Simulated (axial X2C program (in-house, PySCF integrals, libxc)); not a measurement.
**IBr⁺: from the spin-free to the two-component result**

All values were computed with an in-house relativistic program for diatomic molecules. Spin-free means the one-electron spin-free X2C Hamiltonian; two-component (2c) means X2C with spin–orbit coupling and atomic mean-field two-electron Coulomb and Gaunt terms, so the difference of the two also holds small scalar two-electron terms. Basis: I dyall-cv3z [11s12p8d4f1g], Br dyall-cv3z [8s9p6d4f1g] (cores contracted in-house); Gaussian nuclei, density fitting, unrestricted open shells. Masses: I 126.904 u, Br 78.918 u.

Spin-free state: M_S = 1/2, Λ = 1 (beyond evenly filled blocks: π+α, π+β, π-α); fragments I+ + Br.

```json
{"level": "PBE0", "Re (Å)": "2.377", "ωe (cm⁻¹)": "318.9", "De (eV)": "2.851", "μ (D)": "-0.51"}
{"level": "LDA", "Re (Å)": "2.380", "ωe (cm⁻¹)": "309.8", "De (eV)": "3.949", "μ (D)": "-0.30"}
```

Dipoles are positive if Br is the positive end and refer to the centre of mass.

Task: Within this multiplet, which Ω should lie lowest by the rule for regular and inverted multiplets?

Result: The open π shell holds three electrons, one hole, so the multiplet is inverted: Ω = Λ + 1/2 = 3/2. The PBE0 2c search agrees.

Two-component determinant lowest at the distance of the search:

Ω = 3/2 (⟨Sz⟩ = 0.50, ⟨Lz⟩ = 1.00 at PBE0); fragments I+ + Br.

```json
{"level": "PBE0", "Re (Å)": "2.386", "ωe (cm⁻¹)": "312.3", "De (eV)": "2.673", "μ (D)": "-0.71"}
{"level": "LDA", "Re (Å)": "2.390", "ωe (cm⁻¹)": "302.2", "De (eV)": "3.614", "μ (D)": "-0.49"}
```

Task: From the two tables, how do the constants change at the PBE0 level (2c against spin-free)?

Result: At the PBE0 level Re goes up by 0.009 Å and ωe decreases by 6.6 cm⁻¹; De changes by -0.178 eV.

Occupations by symmetry block were frozen at the best pattern of an incomplete PBE0 search. Dissociation energies refer to the lowest single-determinant-based atoms at the same level and basis. Density functionals use the spin component along the axis (collinear). The functionals have no current-density term, which raises determinants with orbital currents, atoms included.
